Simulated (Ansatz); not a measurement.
A geometry relaxed with PBE0-D3(BJ)/def2-TZVP in Ansatz (a first-principles code), charge 0, multiplicity 1:

```xyz
15

H     -0.6819    -1.3896     1.6308
H     -2.1046    -0.4634     1.1233
H      1.0031    -1.0779    -1.0122
H     -1.8822     1.3889    -0.5813
C      1.0638    -0.3445    -0.2073
H     -1.1324     0.2842    -1.7377
H     -0.0429     0.9413     1.0454
H      2.3486     0.6981     1.0932
C     -0.2450     0.2248     0.2406
H      3.1637    -0.4783    -0.0787
H     -0.3018     1.7763    -1.2826
C     -0.9281     0.9651    -0.9056
H     -1.3611    -1.6214     0.0158
C      2.2499    -0.0279     0.2914
C     -1.1491    -0.8756     0.7883
```

**Question.** Write the SMILES of this molecule.

**Answer.** `C=CC(C)C`
